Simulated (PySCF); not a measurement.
**Magnetisability: SMILES [SiH3]N([SiH2]Br)[SiH2]C1CCCC1, C5H16BrNSi3**

Molfile (atoms numbered from 1):
```
C5H16BrNSi3
     RDKit          3D

 26 26  0  0  0  0  0  0  0  0999 V2000
    2.1918    1.2309    1.5780 Si  0  0  0  0  0  4  0  0  0  0  0  0
    2.2336    0.1001    0.2494 N   0  0  0  0  0  0  0  0  0  0  0  0
    3.2335   -1.2989    0.3122 Si  0  0  0  0  0  4  0  0  0  0  0  0
    1.9668   -3.0567    0.7034 Br  0  0  0  0  0  0  0  0  0  0  0  0
    1.1146    0.3001   -1.0873 Si  0  0  0  0  0  4  0  0  0  0  0  0
   -0.6434    0.4851   -0.4197 C   0  0  0  0  0  0  0  0  0  0  0  0
   -1.1579   -0.7085    0.3898 C   0  0  0  0  0  0  0  0  0  0  0  0
   -2.6716   -0.4793    0.4657 C   0  0  0  0  0  0  0  0  0  0  0  0
   -3.0332    0.3385   -0.7894 C   0  0  0  0  0  0  0  0  0  0  0  0
   -1.7054    0.6050   -1.5117 C   0  0  0  0  0  0  0  0  0  0  0  0
    1.7918    2.5190    1.0235 H   0  0  0  0  0  0  0  0  0  0  0  0
    1.2501    0.7517    2.5929 H   0  0  0  0  0  0  0  0  0  0  0  0
    3.5449    1.2834    2.1312 H   0  0  0  0  0  0  0  0  0  0  0  0
    4.1519   -1.2241    1.4319 H   0  0  0  0  0  0  0  0  0  0  0  0
    3.8539   -1.5366   -0.9798 H   0  0  0  0  0  0  0  0  0  0  0  0
    1.2306   -0.8928   -1.9330 H   0  0  0  0  0  0  0  0  0  0  0  0
    1.5675    1.4819   -1.8299 H   0  0  0  0  0  0  0  0  0  0  0  0
   -0.7036    1.3774    0.2146 H   0  0  0  0  0  0  0  0  0  0  0  0
   -0.7019   -0.7766    1.3767 H   0  0  0  0  0  0  0  0  0  0  0  0
   -0.9472   -1.6395   -0.1398 H   0  0  0  0  0  0  0  0  0  0  0  0
   -3.2136   -1.4229    0.5068 H   0  0  0  0  0  0  0  0  0  0  0  0
   -2.9197    0.0848    1.3656 H   0  0  0  0  0  0  0  0  0  0  0  0
   -3.7301   -0.1974   -1.4323 H   0  0  0  0  0  0  0  0  0  0  0  0
   -3.5041    1.2803   -0.5058 H   0  0  0  0  0  0  0  0  0  0  0  0
   -1.5335   -0.1585   -2.2722 H   0  0  0  0  0  0  0  0  0  0  0  0
   -1.6869    1.5766   -2.0043 H   0  0  0  0  0  0  0  0  0  0  0  0
  1  2  1  0
  2  3  1  0
  3  4  1  0
  2  5  1  0
  5  6  1  0
  6  7  1  0
  7  8  1  0
  8  9  1  0
  9 10  1  0
 10  6  1  0
  1 11  1  0
  1 12  1  0
  1 13  1  0
  3 14  1  0
  3 15  1  0
  5 16  1  0
  5 17  1  0
  6 18  1  0
  7 19  1  0
  7 20  1  0
  8 21  1  0
  8 22  1  0
  9 23  1  0
  9 24  1  0
 10 25  1  0
 10 26  1  0
M  END
```

Computed with GIAO B3LYP/pcSseg-1 magnetisability, rotational g tensor and spin-rotation constants, non-relativistic, gas phase (PySCF). Geometry: GFN2-xTB.

The calculation is non-relativistic, which matters for the atoms heavier than Zn.

Q: What are the magnetisability and the molar susceptibility?

A: Isotropic -2321 × 10⁻³⁰ J/T², or -139.8 × 10⁻⁶ cm³/mol; principal values -2367, -2313, -2284 × 10⁻³⁰ J/T², anisotropy 73 × 10⁻³⁰ J/T² (root of half the summed squared differences of the principal values). The susceptibility is in cgs units.

Q: Split it along the inertial axes a, b, c into diamagnetic and paramagnetic parts about the centre of mass, with the quadrupole moment.

A: 
| axis | χ (10⁻⁶ cm³/mol) | diamagnetic (10⁻⁶ cm³/mol) | paramagnetic (10⁻⁶ cm³/mol) | summed x² of all electrons (Å²) | quadrupole Θ (D Å) |
| --- | --- | --- | --- | --- | --- |
| a | -139.0 | -1701.4 | 1562.4 | 646.4 | +1.21 |
| b | -139.9 | -3230.0 | 3090.0 | 286.1 | -0.17 |
| c | -140.4 | -3955.9 | 3815.5 | 115.0 | -1.04 |

Anisotropies 2χaa − χbb − χcc = +2.2 and 2χbb − χaa − χcc = -0.5 × 10⁻⁶ cm³/mol. Θ is traceless in Buckingham's convention.

Q: And the rotational g tensor?

A: 
| axis | rotational constant (GHz) | g | nuclear part | electronic part |
| --- | --- | --- | --- | --- |
| a | 0.7771 | -0.0142 | 0.5561 | -0.5704 |
| b | 0.3837 | -0.0067 | 0.5503 | -0.5571 |
| c | 0.3045 | -0.0052 | 0.5406 | -0.5458 |

Asymmetric top; isotopes 79Br, 12C, 1H, 14N, 28Si; no vibrational averaging.
